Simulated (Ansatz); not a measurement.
# Telling isomers of CH2NSe apart by their spectra

These gas-phase data were calculated for one isomer of CH2NSe at PBE0-D3(BJ)/def2-SVP (harmonic, unscaled wavenumbers; equilibrium rotational constants with average atomic masses):

| Item | Value |
| --- | --- |
| rotational constants | 123.1, 4.182, 4.045 GHz |
| all wavenumbers above 1500 cm⁻¹ | 3180, 3068, 1738 |

Candidates:

(1) `[H]/N=C\[Se]`, a doublet
(2) `C=N[Se]`, a doublet
(3) `[H]/N=C/[Se]`, a doublet
(4) `N[C]=[Se]`, a doublet

Assign the data to one candidate and say why.

Candidate (2). No mode falls between 3250 and 3800 cm⁻¹, where the N–H stretch of (1), (3), (4) would stand.

The same quantities for all candidates:

|  | rotational constants (GHz) | wavenumbers above 1500 cm⁻¹ | E above the lowest, PBE0-D3(BJ)/def2-SVP (kcal/mol) |
| --- | --- | --- | --- |
| (1) | 62.04, 4.121, 3.864 | 3488, 3111, 1686 | 0.0 |
| (2) | 123.1, 4.182, 4.045 | 3180, 3068, 1738 | 3.6 |
| (3) | 70.46, 4.093, 3.868 | 3513, 3026, 1707 | 1.5 |
| (4) | 118.5, 3.963, 3.835 | 3643, 3482, 1621, 1526 | 0.0 |

Each candidate is one conformer. Open shells are spin-unrestricted. Programs: Ansatz 0.2.0.
